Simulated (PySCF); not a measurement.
SMILES Bc1cccc(C(F)(F)F)c1 (C7H6BF3), GFN2-xTB optimised geometry.

```
17

B     -1.89    -1.84     0.00
C     -1.09    -0.52     0.00
C     -1.73     0.73     0.00
C     -1.02     1.92     0.01
C      0.37     1.90     0.01
C      1.02     0.67     0.00
C      2.53     0.67     0.02
F      3.01     1.02     1.23
F      3.06    -0.53    -0.27
F      3.05     1.54    -0.85
C      0.31    -0.52     0.00
H     -1.33    -2.86     0.00
H     -3.06    -1.81     0.00
H     -2.81     0.76     0.00
H     -1.54     2.86     0.01
H      0.94     2.81     0.01
H      0.84    -1.46     0.00
```

Density from PBE/def2-SVP in PySCF at that geometry.

Minimum of the electron density along straight lines between bonded atoms, close to the bond critical point (lines longer than 1.1 times the sum of covalent radii, or with two minima, are not listed):

```csv
bond,length / Å,ρ at the minimum / e bohr⁻³,∇²ρ there / e bohr⁻⁵,position (fraction from the first atom)
B1–C2,1.550,0.185,-0.10,0.33
C2–C3,1.401,0.301,-0.73,0.49
C3–C4,1.383,0.311,-0.78,0.50
C4–C5,1.383,0.310,-0.77,0.50
C5–C6,1.391,0.305,-0.74,0.50
C6–C7,1.503,0.266,-0.65,0.47
C7–F8,1.349,0.273,-0.31,0.35
C7–F9,1.340,0.277,-0.25,0.34
C7–F10,1.345,0.275,-0.29,0.35
C2–C11,1.401,0.301,-0.73,0.49
C6–C11,1.384,0.309,-0.75,0.51
B1–H12,1.167,0.181,-0.15,0.43
B1–H13,1.168,0.181,-0.15,0.43
C3–H14,1.080,0.283,-1.08,0.64
C4–H15,1.080,0.282,-1.06,0.63
C5–H16,1.080,0.283,-1.08,0.64
C11–H17,1.080,0.285,-1.10,0.64
```
